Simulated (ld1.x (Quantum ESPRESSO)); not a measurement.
## What one change does to a pseudopotential (bromine (Br), TM)

| Quantity | Value |
| --- | --- |
| Element | Br (Z = 35) |
| Generator | ld1.x (Quantum ESPRESSO) 7.5 |
| Type | norm-conserving Troullier–Martins (Kleinman–Bylander form) |
| Functional | PBE |
| Relativity | scalar-relativistic |
| Frozen core | [Ar] 3d10 |
| Valence charge | 7 |
| Reference configuration | 4s2 4p4 (charge +1) |
| Partial waves | 4s (bound): rc 1.55 bohr; 4p (bound): rc 1.50 bohr |
| Local potential | all-electron potential smoothed inside 1.35 bohr (lloc = -1) |
| Core correction | Bessel-smoothed model core inside 1.40 bohr |

All-electron outer shells of the reference configuration (PBE, scalar-relativistic, ld1.x):

```tsv
shell	level (eV)	outermost node (bohr)	outermost maximum (bohr)
4s	-30.40	0.67	1.41
4p	-17.47	0.70	1.62
```

Change: all radii but the core radius scaled by about 0.83 (s 1.28, p 1.24 bohr); local potential all-electron potential smoothed inside 1.12 bohr (lloc = -1).

Cutoffs: the cutoffs (Ry, on a coarse ladder) from which the occupation-weighted sum of valence levels, in a spherical-Bessel basis at the reference potential, stays within 10 and 1 mRy of its value at 400 Ry; they do not see the model core or the augmentation charge, which bear on the density cutoff. Errors are all-electron minus pseudo energies relative to the spin-unpolarised reference configuration.

Task: Predict the effect on cutoff, ghosts and configuration errors.

Result: The potential gets harder (45 Ry and 70 Ry → 80 Ry and 140 Ry); the bound ghosts move from d to d, s; of the 7 tests that both files solve, the error grows in 3 and shrinks in 1 by more than 15 % and 0.3 meV (median size 5.5 → 5.4 meV). A smaller radius makes the pseudo-wave follow the all-electron one further in, where it bends more sharply, so more plane waves are needed.

| quantity | base | changed |
| --- | --- | --- |
| cutoff, loose | 45 Ry | 80 Ry |
| cutoff, tight | 70 Ry | 140 Ry |
| loose cutoff by channel (10 mRy a level) | s 21 Ry, p 18 Ry | s 45 Ry, p 55 Ry |
| bound ghosts | d | s, d |
| error for 4s2 4p5, meV [ΔE -12.55 eV] | +5.5 | +5.4 |
| error for 4s2 4p3, meV [ΔE 22.76 eV] | +1.0 | -1.3 |
| error for 4s2 4p2, meV [ΔE 56.74 eV] | +9.5 | -13 |
| error for 4s2 4p4.5, meV [ΔE -7.48 eV] | +2.2 | +2.1 |
| error for 4s1 4p5, meV [ΔE 13.00 eV] | -5.3 | -1.1 |
| error for 4s2 4p1, meV [ΔE 102.77 eV] | +20 | -81 |
| error for 4s2 4p5.3, meV [ΔE -14.52 eV] | +7.6 | +7.9 |

 A true bound ghost makes a file unfit for plane-wave use even where its test errors are small: the radial tests pick states by their node count and pass the ghost by.
